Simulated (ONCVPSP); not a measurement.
dysprosium (Dy): one change to an ONCV potential, before and after

| Item | Value |
| --- | --- |
| Element | dysprosium |
| Generator | ONCVPSP 4.0.1 |
| Type | optimised norm-conserving Vanderbilt (ONCV) |
| Functional | revPBE |
| Relativity | scalar-relativistic |
| Frozen core | [Kr] 4d10 4f9 |
| Valence charge | 11 |
| Reference configuration | 5s2 5p6 5d1 (charge +2) |
| Partial waves | 5s: rc 1.90 bohr, ncon 4, nbas 8, qcut 6.6 1/bohr, 2 projectors, debl 2.6 Ha; 5p: rc 2.35 bohr, ncon 4, nbas 8, qcut 6.1 1/bohr, 2 projectors, debl 2.5 Ha; 5d: rc 2.85 bohr, ncon 5, nbas 9, qcut 5.1 1/bohr, 2 projectors, debl 2.3 Ha; f scattering state at 0.35 Ha: rc 1.90 bohr, ncon 4, nbas 7, qcut 5.9 1/bohr, local |
| Local potential | the f channel |
| Core correction | polynomial model core, fcfact 0.25 |

All-electron outer shells of the reference configuration (revPBE, scalar-relativistic, ld1.x):

```json
{"shell": "5p", "level (eV)": "-42.47", "outermost node (bohr)": "0.67", "outermost maximum (bohr)": "1.30"}
{"shell": "4f", "level (eV)": "-23.17", "outermost node (bohr)": "–", "outermost maximum (bohr)": "0.53"}
{"shell": "5d", "level (eV)": "-15.07", "outermost node (bohr)": "0.76", "outermost maximum (bohr)": "1.82"}
```

Change: p: ncon 5, nbas 9.

Cutoffs: the cutoffs (Ha) at which the residual kinetic energy of the hardest occupied pseudo-wave falls to 1 and 0.1 mHa per electron; they do not see the model core or the augmentation charge, which bear on the density cutoff. Errors are all-electron minus pseudo energies relative to the spin-unpolarised reference configuration.

Q: What does the change do?

A: The potential gets neither clearly harder nor softer (15 Ha and 18 Ha → 15 Ha and 18 Ha); both files keep a bound ghost (s); the errors of the 4 common tests hardly move; the range in which the p phases agree narrows (upper end 4.6 → 1.0).

```tsv
quantity	base	changed
cutoff, loose	15 Ha	15 Ha
cutoff, tight	18 Ha	18 Ha
loose cutoff by channel	s 15 Ha, p 7.6 Ha, d 8.8 Ha	s 15 Ha, p 7.7 Ha, d 8.8 Ha
bound ghosts	s	s
GHOST(+) flags under 300 eV	p at 27.4 eV	p at 28.8 eV
error for 5s2 5p6 5d1 6s2, meV [ΔE -19.05 eV]	-13	-13
error for 5s2 5p6 5d1 6s1, meV [ΔE -12.28 eV]	-4.6	-4.7
error for 5s2 5p6 5d0, meV [ΔE 19.83 eV]	-55	-56
error for 5s2 5p6 5d1.5 6s1.5, meV [ΔE -18.04 eV]	-21	-21
s: phases at 1.93 bohr within 0.05 rad from the reference energy up to (Ha; the scan ends near 5)	to the end of the scan	to the end of the scan
p: phases at 2.38 bohr within 0.05 rad from the reference energy up to (Ha; the scan ends near 5)	4.6	1.0
d: phases at 2.90 bohr within 0.05 rad from the reference energy up to (Ha; the scan ends near 5)	4.1	4.1
f: phases at 1.93 bohr within 0.05 rad from the reference energy up to (Ha; the scan ends near 5)	0.6	0.6
rms error of d²Exc/dni dnj with the model core, mHa	0.39	0.36
```

Base: The cutoffs count occupied waves only; projector 1 of the f channel, the hardest unoccupied one, needs 48 Ha at the loose tolerance. Changed file: The cutoffs count occupied waves only; projector 1 of the f channel, the hardest unoccupied one, needs 48 Ha at the loose tolerance. A true bound ghost makes a file unfit for plane-wave use even where its test errors are small: the radial tests pick states by their node count and pass the ghost by.
